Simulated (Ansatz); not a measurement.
`C[CH2][Cd][F]` + CH₃OH → `C[O][Cd][F]` + `CC` at 700 K and 1 bar (ligand exchange at a Cd–C bond).

Isolated molecules relaxed with PBE0-D4/def2-TZVP in Ansatz; ΔE leaves out vibrations. CCSD(T)/CBS adds triple-zeta CCSD(T) − MP2 to the extrapolated MP2 energy (def2 sets, frozen cores). This one scheme is used for every species. def2 core potentials past Kr. For Cd outer-core shells are correlated without core-valence functions, which leaves a few kJ/mol of doubt a bond. One conformer a species, not always the lowest.

| species | CCSD(T)/CBS energy (Eh) | H − E (kJ/mol) | S (J/(mol·K)) |
| --- | --- | --- | --- |
| `C[CH2][Cd][F]` | -346.63236 | 238.0 | 424.9 |
| CH₃OH | -115.61712 | 170.8 | 288.5 |
| `C[O][Cd][F]` | -382.53226 | 168.4 | 409.4 |
| `CC` | -79.71954 | 238.1 | 289.3 |

H − E and S are ideal-gas, rigid-rotor, harmonic terms from PBE0-D4/def2-TZVP, for one conformer and one mirror image of each species. 1 Eh = 2625.50 kJ/mol, R = 8.31446 J/(mol·K).

Task: By hand: ΔE, ΔH, ΔS and ΔG.

Result: ΔE = (-382.53226) + (-79.71954) − (-346.63236) − (-115.61712) = -0.00232 Eh = -6.1 kJ/mol. Δ(H − E) = 168.4 + 238.1 − 238.0 − 170.8 = -2.3, so ΔH = -8.4 kJ/mol. ΔS = 409.4 + 289.3 − 424.9 − 288.5 = -14.7 J/(mol·K). ΔG = -8.4 − 700 × (-14.7)/1000 = 1.9 kJ/mol.

Task: By hand: the equilibrium constant, and the temperature at which ΔG would vanish if ΔH and ΔS stayed fixed.

Result: log₁₀ K = −ΔG/(RT ln 10) = -0.1. ΔG = 0 at ΔH/ΔS = 571 K, though so small a ΔH makes that figure unsure.

TΔS isn't small against ΔH here. The sign of ΔG lies within the doubt. A doubt of 5 kJ/mol in ΔE shifts log₁₀ K by 0.4 here. Other conformers and mirror images would add mixing entropy, several J/(mol·K) or more a flexible species. These are equilibria of isolated gas molecules and say nothing of rates. Largest T1 diagnostic: 0.018 (customary marks: 0.02 for closed shells, 0.045 for open ones).
